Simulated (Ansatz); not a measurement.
One change: `C[S][SnH2][Cl]` becomes `C[S][SnH]([Cl])[Cl]`.

Ansatz, PBE0-D4/def2-TZVP geometries, multiplicity 1. Each molecule was computed in one conformer, which needn't be the lowest.

Elements past krypton have def2 core potentials.

```tsv
property	`C[S][SnH2][Cl]`
size of the dipole moment (PBE/def2-TZVPP) / D	1.92
LUMO energy (PBE0/def2-TZVPP) / eV	-1.01
LUMO energy (B3LYP/def2-TZVPP) / eV	-1.30
HOMO energy (PBE/def2-TZVPP) / eV	-5.96
size of the dipole moment (B3LYP/def2-TZVPP) / D	1.98
HOMO–LUMO gap (PBE0/def2-TZVPP) / eV	6.16
```

**Question.** What does the change do to each property? (Best estimate.)

**Answer.** Computed: 
| property | `C[S][SnH]([Cl])[Cl]` | shift |
| --- | --- | --- |
| size of the dipole moment (PBE/def2-TZVPP) / D | 1.55 | -0.37 |
| LUMO energy (PBE0/def2-TZVPP) / eV | -1.81 | -0.80 |
| LUMO energy (B3LYP/def2-TZVPP) / eV | -2.10 | -0.80 |
| HOMO energy (PBE/def2-TZVPP) / eV | -6.29 | -0.33 |
| size of the dipole moment (B3LYP/def2-TZVPP) / D | 1.60 | -0.38 |
| HOMO–LUMO gap (PBE0/def2-TZVPP) / eV | 5.72 | -0.44 |

With PBE0 the HOMO falls by 0.35 eV and the LUMO falls by 0.80 eV, so the gap narrows by about 0.45 eV. PBE moves the HOMO by -0.33 eV and ωB97M-V by -0.36 eV. Dipoles are sizes alone; their direction can turn.

B3LYP here is the variant with VWN-RPA as its local correlation; programs differ in this.
